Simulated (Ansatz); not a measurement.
Basis sets compared for Be10⁺. Total charge 1; doublet. Geometry PBE/def2-SVP. Ansatz on 4 threads of Arm Neoverse V2 on a shared host; times are rough, and most runs start from earlier orbitals.

```xyz
10

Be    0.138   -1.588    0.987
Be   -0.203    2.148   -0.374
Be   -1.741   -0.685    1.136
Be   -0.950   -1.279   -0.816
Be    1.802   -0.343    1.195
Be    1.205   -1.070   -0.780
Be   -0.014    0.444   -1.734
Be   -1.690    0.682   -0.444
Be   -0.088    0.696    1.217
Be    1.540    0.996   -0.387
```

Another isomer (doublet) lies 0.15 eV lower at PBE0/def2-TZVP; other spin states weren't run for this one.

```csv
level,functions,energy (Eh),HOMO (eV),LUMO (eV),wall time
PBE/def2-SVP,90,-146.6614,-9.19,-8.62,2 s
PBE0/def2-SVP,90,-146.6971,-9.68,-7.90,4.6 s
```

Estimate the rows for PBE/def2-TZVP (with forces), PBE0/def2-TZVP.


```csv
level,functions,energy (Eh),HOMO (eV),LUMO (eV),wall time
PBE/def2-TZVP (with forces),190,-146.8152,-9.22,-8.61,4.7 s
PBE0/def2-TZVP,190,-146.8532,-9.76,-7.87,14 s
```
